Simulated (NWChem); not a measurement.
CH$_{3}$O$_{3}$Re; SMILES [O]=[Re](=[O])([CH3])=[O]

All runs: NWChem. Structure relaxed at the PBE-D3(BJ)/def2-SVP level. Not confirmed as a minimum by frequencies. def2 effective core potentials on Re; no spin-orbit coupling. Hybrids' shares of exact exchange are those that their runs print; pure functionals count as 0. The functionals differ in more than this share.

```
row                    share of exact exchange  orbital gap (eV)
---------------------  -----------------------  ----------------
PBE/def2-SVP                              0.00              4.17
OLYP/def2-SVP                             0.00              4.17
B3LYP/def2-SVP                            0.20              6.04
B3PW91/def2-SVP                           0.20              6.06
MPW1K/def2-SVP                            0.43          withheld
Hartree-Fock/def2-SVP                     1.00             13.55
```

Problem. Fit a straight line of the last column on the one before it, predict the withheld value, and compare with the run.

Solution. 
1. Means of the 5 shown rows: x = 0.280, y = 6.798. Slope Σ(x − x̄)(y − ȳ)/Σ(x − x̄)² = 6.453/0.6880 = 9.379; intercept 4.172.
2. The shown rows scatter about the line by 0.007 (root mean square); the largest residual is +0.01, at B3PW91/def2-SVP.
3. At x = 0.43 (MPW1K/def2-SVP; inside the shown range) the line gives 8.20.
4. The run gives 8.29, +0.09 from the line.
